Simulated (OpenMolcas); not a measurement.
**Ru4+: effect of the metal basis**

Ru4+ with 6 ligands (fluoride) in octahedral coordination (Oh) at 1.93 Å. A charge of +0.333 e stands 2.6 Å behind each ligand.

* Program: OpenMolcas
* Method: SS-CASPT2, IPEA 0.25 Eh, imaginary shift 0.1 Eh (closed shells correlated: 4s 4p and the ligand valence shells)
* Spin-orbit coupling: RASSI with atomic mean-field integrals over the reference wave functions

Fixed: ligand basis ANO-RCC-VDZP, active space 4 electrons in 5 orbitals (4d), DKH2 Hamiltonian.

States (labels of O, the rotations of Oh). Energies in cm-1 above the lowest state or level, χT in cm3 K/mol; under a threefold ground state the first gap can be a small split of the lowest multiplet, not the spin-orbit step.

```csv
Run,Metal basis,Ground state,First state of that spin,First gap with spin-orbit (degeneracies),χT at 300 K,First state of another spin,Cost
A,ANO-RCC-VDZP,3T1,3E 25270,"830 (1, 3)",0.972,1T2 6790,roughly 3 core-minutes
B,ANO-RCC-VTZP,3T1,3E 24920,"810 (1, 3)",0.997,1T2 6590,roughly 5 core-minutes
```

Against A, the first state of the same spin changes by -1.4 % in B.

Costs are those of the CASPT2 steps.

Roots that are degenerate in the reference are averaged as groups; the widest CASPT2 spread within a group is 980 cm-1 (the 3-fold group of multiplicity 1 near 94600 cm-1 above the lowest state of its run, B). Shifts and gaps below about the spread of the groups concerned are not significant. Over all roots computed the reference weight is 0.67 to 0.70 in A, 0.66 to 0.69 in B; a low but even weight reflects the number of correlated electrons. An orbital triplet at a regular site is open to Jahn-Teller coupling, which can distort the site and quench the lowest spin-orbit gaps and is left out. This shell can be high or low spin here, a state of another spin lies low, and with metal d orbitals alone active their balance is uncertain, so the ground spin may be wrong, although the usual error favours high spin. Ligand-to-metal charge-transfer states are missing. With no ligand orbital active B as a rule stays too high, so bands that hang on it stand too high and its fall with covalency is understated. With one d shell and no ligand orbital active, 10Dq can be off by a tenth or more. The least metal-like active orbital is 75 % on the metal (Löwdin) and no ligand orbital is active, so the numbers are rough (holds for A). The least metal-like active orbital is 76 % on the metal (Löwdin) and no ligand orbital is active, so the numbers are rough (holds for B). No measured value stands beside these numbers; the geometry was imposed, not optimised, and the real ion may take another.
